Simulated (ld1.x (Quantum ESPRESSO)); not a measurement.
chromium, TM: configuration errors across variants

ld1.x (Quantum ESPRESSO) 7.5 input, shortened:

```
&input
   title='Cr', zed=24., rel=1, dft='PZ', iswitch=3,
   config='[Ar] 3d5 4s0 4p1'
 /
 &inputp
   pseudotype=2, tm=.true., lloc=-1, rcloc=2.40,
   nlcc=.false.
 /
3
4S  1  0   0.00   0.00  2.75  2.75  0.0
4P  2  1   1.00   0.00  2.70  2.70  0.0
3D  3  2   5.00   0.00  1.65  1.65  0.0
 &test
   configts(1)='3d5 4s0 4p1'
 /
```

All-electron excitation energies from the reference (eV): (1) 3d5 4s1 4p0 -3.204; (2) 3d5 4s0 4p0 3.937; (3) 3d4 4s0 4p0 20.280; (4) 3d3 4s0 4p0 51.306; (5) 3d5.5 4s0.5 4p0 -2.486; (6) 3d2 4s0 4p0 99.935; (7) 3d4 4s2 4p0 -3.261; (8) 3d5 4s0 4p1 spin -4.724; (9) 3d5 4s1 4p0 spin -8.120.

Spin tests fill each open shell by Hund’s rule, majority spin first.

Tests that are not counted but printed errors over 1 eV. “local potential all-electron potential smoothed inside 1.10 bohr (lloc = -1)”: 3d5 4s0 4p1 (spin-polarised) (solver errors, printed error +3.9 eV). “local potential all-electron potential smoothed inside 1.80 bohr (lloc = -1)”: 3d5 4s1 4p0 (solver errors, printed error -243 eV); 3d4 4s2 4p0 (solver errors, printed error -13.4 eV). “local potential all-electron potential smoothed inside 2.72 bohr (lloc = -1)”: 3d5 4s1 4p0 (spin-polarised) (solver errors, printed error +5.9 eV).

A true bound ghost makes a file unfit for plane-wave use even where its test errors are small: the radial tests pick states by their node count and pass the ghost by. Where a test does run into it, the solver fails or the error is huge.

Errors AE − PS in meV (a dash: test not solved or not reliable):

| change | (1) | (2) | (3) | (4) | (5) | (6) | (7) | (8) | (9) | bound ghosts |
| --- | --- | --- | --- | --- | --- | --- | --- | --- | --- | --- |
| base | +3.0 | -3.4 | -34 | -408 | -6.1 | -1129 | -95 | +5930 | +5888 | none |
| local potential all-electron potential smoothed inside 1.10 bohr (lloc = -1) | +3.0 | -3.3 | +7.0 | -213 | -2.4 | -758 | -80 | – | +5891 | s, p |
| local potential all-electron potential smoothed inside 1.28 bohr (lloc = -1) | +2.9 | -3.3 | +5.9 | -219 | -2.7 | -770 | -85 | +5937 | +5891 | s |
| local potential all-electron potential smoothed inside 1.80 bohr (lloc = -1) | – | -3.3 | -5.1 | -276 | – | -886 | – | +5934 | +5895 | s |
| local potential all-electron potential smoothed inside 2.12 bohr (lloc = -1) | +3.1 | -3.4 | -17 | -335 | -3.9 | -997 | -73 | +5932 | +5889 | none |
| local potential all-electron potential smoothed inside 2.34 bohr (lloc = -1) | +3.0 | -3.4 | -30 | -391 | -5.6 | -1099 | -91 | +5931 | +5888 | none |
| local potential all-electron potential smoothed inside 2.72 bohr (lloc = -1) | +2.9 | -3.5 | -58 | -506 | -9.0 | -1295 | -112 | +5928 | – | none |
| local potential all-electron potential smoothed inside 2.88 bohr (lloc = -1) | +2.9 | -3.5 | -70 | -551 | -10 | -1369 | -120 | +5927 | +5885 | none |
| local potential all-electron potential smoothed inside 3.20 bohr (lloc = -1) | +2.7 | -3.6 | -104 | -678 | -15 | -1571 | -139 | +5924 | +5883 | none |

Give the same row for: local potential all-electron potential smoothed inside 1.60 bohr (lloc = -1).

+2.8, -3.3, +0.9, -246, -4.1, -826, -102, +5935, +5891; bound ghosts: s.
